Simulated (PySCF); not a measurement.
Ionisation energy of Cd⁺ by level of theory

Cd⁺ [Kr] 4d10 5s1 (2S) → Cd²⁺ [Kr] 4d10 (1S), as a difference of total energies. Computed with PySCF 2.14 in aug-cc-pVTZ-PP with one added diffuse shell each of s, p, d, f, g type with ECP28MDF (7s7p6d4f3g, 113 functions), with scalar relativity through the core potential. Correlated levels: valence: 4s2 4p6 frozen. The calculations carry no spin-orbit coupling.

```
           method  ionisation energy (eV)  error (eV)
              UHF                  15.552      -1.356
              LDA                  17.812      +0.904
              PBE                  17.431      +0.523
             PBE0                  17.072      +0.164
           r2SCAN                  17.218      +0.310
          wB97M-V                  16.686      -0.222
        CAM-B3LYP                  17.278      +0.370
             MN15                  17.088      +0.180
    MP2 (valence)                  16.819      -0.089
SCS-MP2 (valence)                  16.624      -0.284
```

Reference: 16.908 eV (measured; NIST Atomic Spectra Database, ionization energies).

Errors of the correlated levels include the incompleteness of this basis and the frozen core.
